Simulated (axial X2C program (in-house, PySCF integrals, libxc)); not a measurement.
NaI with a deliberately poor setting

Computed with an in-house all-electron X2C program for linear molecules (integrals from PySCF).

The run was started with this input:
```json
{"zs": [53, 11], "q": 0, "bas": ["dyall-v3z", "dyall-v3z"], "levels": ["PBE0", "HF", "r2SCAN0", "TPSSh"], "cc": false, "r0": 2.88, "npts": 10, "nst": 2, "ntry": 6, "opt": {"maxit": 5}}
```
```bash
python so2c.py task.json out
```

Keys: zs atomic numbers; q charge; bas basis sets; levels methods; cc coupled cluster on or off; r0 starting distance in Å; npts points on the curve; nst determinants followed; ntry starts of the search; maxit SCF iteration limit on the curve. HF also brings MP2.

Task: One numerical setting was spoiled on purpose. Which, and what came out?

Result: Too few iterations allowed. States: spin-free M_S = 0, Λ = 0; 2c Ω = 0. The apparent results, which are not to be taken for properties of NaI:

```
Hamiltonian    level  points converged  Re (Å)  ωe (cm⁻¹)  De (eV)  curve-fit residual (μEh)
  spin-free     PBE0           1 of 10     n/a        n/a      n/a                       n/a
  spin-free       HF          10 of 10   2.754        253     2.41                    0.0029
  spin-free      MP2          10 of 10   2.721        259     3.24                     0.046
  spin-free  r2SCAN0           9 of 10   2.715        259     3.32                       7.9
  spin-free    TPSSh           1 of 10     n/a        n/a      n/a                       n/a
         2c     PBE0           1 of 10     n/a        n/a      n/a                       n/a
         2c       HF           8 of 10   2.757        252     2.11                   0.00047
         2c      MP2            8 of 8   2.723        258     2.96                     0.043
         2c  r2SCAN0           9 of 10   2.718        258     3.15                       7.9
         2c    TPSSh           1 of 10     n/a        n/a      n/a                       n/a
```
